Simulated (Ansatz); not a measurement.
How methods differ on C3H12AlN (SMILES C[N+](C)(C)[AlH3-])

The species is C3H12AlN (17 atoms), meant as a singlet with charge 0. SMILES: `C[N+](C)(C)[AlH3-]`. The shape is that of a PBE0-D4/def2-TZVP optimisation.

Each level gives the electronic atomisation energy (eV). The values are calculated. Electronic energies at fixed atoms, without zero-point motion or spin-orbit coupling.

| level | kind | program | value (eV) | less CCSD(T)/6-31G* | CPU time (all runs) |
| --- | --- | --- | --- | --- | --- |
| HF/6-31G* (spherical functions) | Hartree–Fock | Ansatz | 45.36 | -9.84 | 4.5 s |
| SVWN5/6-31G* (spherical functions) | LDA | Ansatz | 69.20 | +14.00 | 6.6 s |
| PBE/6-31G* (spherical functions) | GGA | Ansatz | 61.58 | +6.38 | 10 s |
| BHLYP/6-31G* (spherical functions) | global hybrid | Ansatz | 59.66 | +4.46 | 13 s |
| wB97M-V/6-31G* (spherical functions) | range-separated hybrid | Ansatz | 61.97 | +6.77 | 80 s |
| RPA@PBE/6-31G* (spherical functions) | RPA | Ansatz | 54.52 | -0.68 | 17 s |
| MP2/6-31G* (spherical functions) | perturbation theory | Ansatz | 55.35 | +0.15 | 5.1 s |
| CCSD(T)/6-31G* (spherical functions) | coupled cluster or CI | Ansatz | 55.20 | 0.00 | 32 s |

Differences are taken from CCSD(T)/6-31G* (spherical functions) for orientation; it has basis-set and higher-order errors of its own. Correlated wave functions underbind in double-zeta sets. The values span 45.36 to 69.20 eV. CPU times are rough (shared hosts, several kinds of processor and program).
